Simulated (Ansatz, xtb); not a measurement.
**CH3FGaO: where a starting geometry ends**

The starting geometry of this gas-phase doublet was built from a drawn formula by distance geometry; its bonds are those of `[O][CH2][GaH][F]`.

```xyz
7

C     1.1076   -0.7216   -1.5692
F     3.4401   -2.6233   -3.2920
Ga    2.7682   -0.9827   -2.6493
O     0.3946    0.3561   -2.0857
H     0.6605   -1.7096   -1.7813
H     1.3358   -0.6259   -0.4594
H     3.3625    0.3591   -3.2942
```

Task: Predict what it relaxes into with r2SCAN-D4/def2-SVP.

Result: A new bond forms, giving a structure given below by its coordinates. Distances that change by over a tenth: C1–Ga3 (2.00 → 2.24 Å). Contacts that close: Ga3–O4 (2.78 → 1.86 Å).

The energy falls by 1.18 eV over 18 steps:

```tsv
step	E − E(last) (eV)
1	1.179
3	0.540
5	0.485
7	0.272
9	0.109
10	0.054
12	0.010
14	0.001
16	0.000
18	0.000
```

Final geometry (Å):

```xyz
7

C     1.0883   -0.8724   -1.3451
F     2.7566   -2.2719   -3.6712
Ga    2.6430   -0.6830   -2.9465
O     0.8799   -0.2600   -2.5264
H     0.8872   -1.9551   -1.2641
H     1.0484   -0.2669   -0.4253
H     3.7658    0.3613   -2.9524
```

From the same start GFN2-xTB ends elsewhere, at `[CH2][O][GaH][F]`.

No frequencies were run, so the end isn't proven a minimum. Open shells are spin-unrestricted. Run with Ansatz 0.2.0, 120 s on 1 thread of Intel(R) Xeon(R) Platinum 8375C CPU @ 2.90GHz (Ice Lake), with other jobs on the host.
